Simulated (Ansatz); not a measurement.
`[CH3][Al]([NH2])[NH2]`, relaxed with RKS PBE0-D4/def2-TZVP in Ansatz 0.2.0 from a PBE-D4/def2-SVP geometry. The force threshold is 0.005 eV/Å; the program also tests the step.

Charge 0, multiplicity 1.

Start:

```xyz
11

C    -0.220    0.525   -1.649
Al    0.024   -0.066    0.207
N     1.329   -1.215    0.640
N    -1.049    0.531    1.511
H    -1.185    1.052   -1.798
H    -0.195   -0.330   -2.357
H     0.586    1.222   -1.962
H     1.532   -1.576    1.573
H     1.994   -1.608   -0.029
H    -1.831    1.172    1.362
H    -0.986    0.295    2.503
```

Q: By how much does the energy fall, and how many steps does the optimiser take? (Estimate.)

A: Computed: 0.04 eV, in 5 steps.

Q: Which bonds change most? (An estimate is asked.)

A: Computed: Al2–N3 from 1.791 to 1.773 Å; Al2–N4 from 1.791 to 1.773 Å; C1–H5 from 1.110 to 1.093 Å; C1–H6 from 1.110 to 1.094 Å.

Q: Give the relaxed structure. (Best estimate.)

A: The calculation gave: 
```xyz
11

C    -0.218    0.519   -1.636
Al    0.022   -0.068    0.207
N     1.316   -1.204    0.634
N    -1.039    0.525    1.498
H    -1.173    1.031   -1.782
H    -0.184   -0.323   -2.334
H     0.573    1.213   -1.937
H     1.520   -1.549    1.557
H     1.962   -1.596   -0.030
H    -1.799    1.169    1.350
H    -0.980    0.283    2.473
```
